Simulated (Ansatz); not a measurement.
Calculated with Ansatz (gas phase, PBE0-D4/def2-TZVP geometries, no zero-point term in ΔE). CCSD(T)/CBS adds triple-zeta CCSD(T) − MP2 to the extrapolated MP2 energy (def2 sets, frozen cores). This one scheme is used for every species. For Se outer-core shells are correlated without core-valence functions, which leaves a few kJ/mol of doubt a bond. Scalar relativity is left out up to krypton. One conformer a species, not always the lowest.

`O[SiH2][Se][SiH3]` + CH₃SH → `O[SiH2]CS` + `[SiH3][SeH]`  (formal exchange of groups at the Si–Se bond)

```tsv
species	CCSD(T)/CBS(def2) energy (Eh)
`O[SiH2][Se][SiH3]`	-3057.73876
CH₃SH	-438.22835
`O[SiH2]CS`	-803.73944
`[SiH3][SeH]`	-2692.20088
```

Question: Work out ΔE.

Answer: ΔE = (-803.73944) + (-2692.20088) − (-3057.73876) − (-438.22835) = 0.02679 Eh = +70.3 kJ/mol.

Largest T1 diagnostic among the species: 0.011.
